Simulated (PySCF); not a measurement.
## Identify the compound

An unknown has the formula C7H12SSi. Its calculated NMR data are:

$^{1}$H NMR (400 MHz, computed): δ 6.04 (m, 2H), 5.89 (d, 1H), 5.33 (m, 2H), 5.30 (m, 2H), 4.85 (m, 1H), 4.52 (s, 3H), 3.32 (m, 1H).

$^{13}$C{$^{1}$H} NMR (computed): δ 150.0 (CH), 136.2 (CH), 133.9 (CH), 122.8 (CH2), 54.8 (CH).

Isolated molecule, non-relativistic, equivalent nuclei averaged, a single conformation. Geometry from PBE0-D3(BJ)/def2-SVP; shielding tensors at B3LYP/pcSseg-1 (GIAO); PySCF 2.14.0 with density-fitted response routines.

Scale: TMS for $^{1}$H, $^{13}$C (reference shieldings calculated alike).

Task: Deduce the structure.

Result: 
1. The formula gives 3 degrees of unsaturation.
2. 5 carbon signals for 7 carbons: some carbons are equivalent by symmetry or fast rotation.
3. Carbon types of the structure: 5 × CH, 2 × CH2, leaving 3 H on heteroatoms.
4. δC 150.0, 136.2, 133.9: alkene CH; as expected for a trigonal carbon in a double bond.
5. δC 122.8: terminal =CH2 carbon; as expected for a trigonal carbon in a double bond.
6. δC 54.8: allylic sp3 CH; aliphatic region, no heteroatom directly attached.
7. δH 6.04, 5.89, 4.85: hydrogen on an alkene CH; attached to an sp2 carbon and in the plane of the double bond.
8. δH 5.33, 5.30: hydrogen on a terminal =CH2 carbon; a vinylic proton, deshielded by the sp2 carbon and the C=C anisotropy.
9. δH 4.52: hydrogen on a silicon bonded to S.
10. δH 3.32: hydrogen on an allylic sp3 CH.

The compound is `InChI=1S/C7H12SSi/c1-3-7(4-2)5-6-8-9/h3-7H,1-2H2,9H3/b6-5+`.

The data come from this structure; uniqueness wasn't tested.

Shifts are as computed. Against solution values, carbons near 30 ppm lie about +2 ppm off and those near 130 ppm about +6 ppm. Of 1309 compounds with measured shifts, 239 miss one by over three times the rms of a fit or turn the order of signals round; such compounds aren't used in these exercises. Multiplicities follow the n + 1 count of equivalent neighbours, as no J values were calculated; m marks all less simple cases, F and P coupling included.
